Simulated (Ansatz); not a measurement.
The cluster Ga₂O₂ (the lowest singlet isomer of a short search). Total charge 0; singlet. Geometry PBE-D4/def2-SVP, basis def2-TZVP, Ansatz.

```csv
atom,x (Å),y (Å),z (Å)
Ga1,-0.8541,-0.3321,0.0702
Ga2,2.4807,0.9648,-0.2040
O3,0.7763,0.2997,-0.0621
O4,-2.4030,-0.9323,0.1959
```

```csv
run,HOMO (eV),LUMO (eV)
A,-6.75,-2.10
B,-9.76,0.21
C,-7.11,-2.04
D,-5.95,-2.63
E,-8.79,-0.82
F,-6.91,-2.09
```

B3LYP takes the VWN-RPA correlation. HSE06 is defined as in plane-wave codes, on full-range PBE exchange. The structure comes from a short search, and lower isomers may exist.

The runs used B3LYP, CAM-B3LYP, HSE06, PBE, r2SCANh, ωB97X-V. Estimate which is which.

A r2SCANh (10 % exact exchange); B ωB97X-V (range-separated); C B3LYP (20 % exact exchange); D PBE (0 % exact exchange); E CAM-B3LYP (range-separated); F HSE06 (range-separated). Exact exchange lowers occupied and raises empty levels; among semilocal functionals meta-GGAs tend to open the gap a little, and such runs are hard to tell apart. The gap grows from 3.32 eV (PBE) to 9.97 eV (ωB97X-V).
